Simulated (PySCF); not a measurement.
PySCF 2.14 output of a UHF calculation on a single atom or ion in jorge-DZP-DKH (4s2p1d, 15 functions), with the spin-free X2C one-electron Hamiltonian (Gaussian nucleus):

```
SCF conv_tol = 1e-09
number electrons alpha = 4  beta = 2
cycle= 1 E= -37.7035749501849  delta_E= -0.00282  |g|= 0.0192  |ddm|= 0.0368
cycle= 2 E= -37.7037818390529  delta_E= -0.000207  |g|= 0.00524  |ddm|= 0.0102
cycle= 3 E= -37.7037988451287  delta_E= -1.7e-05  |g|= 0.000183  |ddm|= 0.00398
cycle= 4 E= -37.7037988927564  delta_E= -4.76e-08  |g|= 5.13e-05  |ddm|= 0.000475
cycle= 5 E= -37.7037988968112  delta_E= -4.05e-09  |g|= 6.56e-06  |ddm|= 0.000179
cycle= 6 E= -37.703798896853  delta_E= -4.18e-11  |g|= 6.3e-07  |ddm|= 1.8e-05
converged SCF energy = -37.703798896853  <S^2> = 2.0060725  2S+1 = 3.0040456
```

The run itself started from symmetry-adapted Hartree-Fock orbitals and held the occupation by maximum overlap, so the iterations belong to that start.

Problem. Which element, charge and spin multiplicity is this?

Solution. C (carbon, neutral), multiplicity 3; the state was [He] 2s2 2p2, high-spin 3P determinant.
